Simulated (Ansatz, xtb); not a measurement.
Relaxing a trial structure of F2H2NOSi

The starting geometry of this gas-phase doublet has its atoms placed at random.

```yaml
atoms:
  - { symbol: F, position_ang: [-0.6860, 1.7859, -1.2768] }
  - { symbol: F, position_ang: [0.8589, -0.1155, 1.0344] }
  - { symbol: N, position_ang: [-1.2330, 1.2450, 0.7669] }
  - { symbol: O, position_ang: [-1.2905, -0.7577, 0.5992] }
  - { symbol: Si, position_ang: [-0.7036, -0.0575, -0.6275] }
  - { symbol: H, position_ang: [-0.4057, -1.8920, -0.0435] }
  - { symbol: H, position_ang: [0.5690, -0.8835, 1.0630] }
```

Task: Guess where an optimisation with r2SCAN-D4/def2-SVP ends from this start.

Result: It ends as `[NH][Si](O)(F)F`. Distances that change by over a tenth: N3–Si5 (1.98 → 1.73 Å). Contacts that open: F2–H7 (0.82 → 2.93 Å). Contacts that close: F1–Si5 (1.95 → 1.61 Å), F2–Si5 (2.28 → 1.62 Å), N3–H7 (2.80 → 1.03 Å), O4–H6 (1.58 → 0.96 Å).

The energy falls by 12.91 eV over 43 steps:

```
step  E − E(last) (eV)
   1            12.913
   6             6.139
  10             4.374
  15             4.022
  20             3.736
  24             3.225
  29             0.250
  34             0.005
  38             0.000
  43             0.000
```

Final geometry (Å):

```
atom    x (Å)    y (Å)    z (Å)
   F  -0.0844   0.9414  -1.2109
   F   1.0912  -0.8147   0.2429
   N  -0.7797   0.9629   1.3915
   O  -1.5027  -1.1103  -0.2104
  Si  -0.3093  -0.0314   0.0523
   H  -1.3044  -1.8908  -0.7404
   H  -0.0017   1.2675   1.9906
```

From the same start GFN2-xTB ends elsewhere, in pieces: FHNOSi + FH.

From so rough a start the end depends on the optimiser's path, so another program may land elsewhere. No frequencies were run, so the end isn't proven a minimum. Open shells are spin-unrestricted. Run with Ansatz 0.2.0, 4.6 min on 1 thread of Intel(R) Xeon(R) 6975P-C (Granite Rapids) (shared host).
